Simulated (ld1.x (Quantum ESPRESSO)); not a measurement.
**As TM: all-electron and pseudo phase curves**

As (Z = 33), norm-conserving Troullier–Martins (Kleinman–Bylander form), made with ld1.x (Quantum ESPRESSO) 7.5 (LDA (PZ), scalar-relativistic). Core [Ar] 3d10, reference 4s1.5 4p3.5. Waves: 4s (bound): rc 1.55 bohr; 4p (bound): rc 2.15 bohr. Local part: all-electron potential smoothed inside 1.50 bohr (lloc = -2). Core correction: none.

The phase is arctan(r·u′/u) with u = r·R(r), unwrapped; energies in Ry, scanned from -3 to 5 Ry. A pole is an energy at which the radial function vanishes at the test radius. The pseudo phase is shifted by a multiple of π to meet the all-electron one at the reference energy, and phase errors are pseudo minus all-electron; the curves can meet again beyond the range given. Levels narrower than the energy grid can be missing from the lists of poles.

| channel | radius (bohr) | reference energy (Ry) | poles, all-electron | poles, pseudo | unbroken range about the reference energy with phases within 0.05 rad | phase error 1 Ry above the reference energy (rad) |
| --- | --- | --- | --- | --- | --- | --- |
| s | 2.36 | -1.11 | 0.04 | 0.02 | below 2.0 | -0.003 |
| p | 2.36 | -0.42 | 1.34 | 1.29 | below 3.0 | -0.004 |

Phases in the p channel:

| E (Ry) | all-electron | pseudo |
| --- | --- | --- |
| -3.00 | 1.275 | 1.274 |
| -2.52 | 1.232 | 1.230 |
| -2.04 | 1.165 | 1.163 |
| -1.56 | 1.044 | 1.042 |
| -1.08 | 0.767 | 0.765 |
| -0.60 | -0.043 | -0.044 |
| -0.12 | -0.996 | -0.997 |
| 0.36 | -1.339 | -1.342 |
| 0.84 | -1.484 | -1.489 |
| 1.32 | -1.568 | -1.576 |
| 1.80 | -1.628 | -1.640 |
| 2.28 | -1.679 | -1.699 |
| 2.76 | -1.730 | -1.764 |
| 3.24 | -1.788 | -1.855 |
| 3.72 | -1.866 | -2.015 |
| 4.20 | -1.989 | -2.428 |
| 4.68 | -2.226 | -3.541 |
